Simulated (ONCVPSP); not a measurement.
Before and after: ONCV potential for argon (Ar)

* Element: Ar (Z = 18)
* Generator: ONCVPSP 4.0.1
* Type: optimised norm-conserving Vanderbilt (ONCV)
* Functional: PBE
* Relativity: scalar-relativistic
* Frozen core: [Ne]
* Valence charge: 8
* Reference configuration: 3s2 3p6
* Partial waves: 3s: rc 1.00 bohr, ncon 4, nbas 8, qcut 5.9 1/bohr, 2 projectors, debl 3.5 Ha; 3p: rc 1.40 bohr, ncon 4, nbas 7, qcut 6.8 1/bohr, 1 projector; d scattering state at 0.29 Ha: rc 1.25 bohr, ncon 4, nbas 7, qcut 9.2 1/bohr, 2 projectors, debl 3.4 Ha
* Local potential: polynomial inside 0.75 bohr (lpopt 1, dvloc0 0 Ha)
* Core correction: none

All-electron outer shells of the reference configuration (PBE, scalar-relativistic, ld1.x):

| shell | level (eV) | outermost node (bohr) | outermost maximum (bohr) |
| --- | --- | --- | --- |
| 2s | -296.99 | 0.12 | 0.34 |
| 2p | -229.89 | – | 0.28 |
| 3s | -24.29 | 0.52 | 1.17 |
| 3p | -10.27 | 0.49 | 1.30 |

Change: s: qcut 8.8.

Cutoffs: the cutoffs (Ha) at which the residual kinetic energy of the hardest occupied pseudo-wave falls to 1 and 0.1 mHa per electron; they do not see the model core or the augmentation charge, which bear on the density cutoff. Errors are all-electron minus pseudo energies relative to the spin-unpolarised reference configuration.

Task: How do hardness, ghosts and transferability respond?

Result: The potential gets neither clearly harder nor softer (33 Ha and 165 Ha → 34 Ha and 155 Ha); a bound ghost appears in s, which as a rule spoils a file; the errors of the 4 common tests hardly move.

| quantity | base | changed |
| --- | --- | --- |
| cutoff, loose | 33 Ha | 34 Ha |
| cutoff, tight | 165 Ha | 155 Ha |
| loose cutoff by channel | s 33 Ha, p 13 Ha | s 34 Ha, p 13 Ha |
| bound ghosts | none | s |
| GHOST(+) flags under 300 eV | s at 157.0 eV | none |
| error for 3s2 3p5, meV [ΔE 16.06 eV] | +3.0 | +2.9 |
| error for 3s2 3p4, meV [ΔE 44.72 eV] | +23 | +22 |
| error for 3s2 3p3, meV [ΔE 87.30 eV] | +77 | +74 |
| error for 3s2 3p5.5, meV [ΔE 6.55 eV] | +0.2 | +0.2 |
| s: phases at 1.01 bohr within 0.05 rad from the reference energy up to (Ha; the scan ends near 5) | to the end of the scan | to the end of the scan |
| p: phases at 1.43 bohr within 0.05 rad from the reference energy up to (Ha; the scan ends near 5) | 2.9 | 2.9 |
| d: phases at 1.27 bohr within 0.05 rad from the reference energy up to (Ha; the scan ends near 5) | to the end of the scan | to the end of the scan |

 A true bound ghost makes a file unfit for plane-wave use even where its test errors are small: the radial tests pick states by their node count and pass the ghost by.
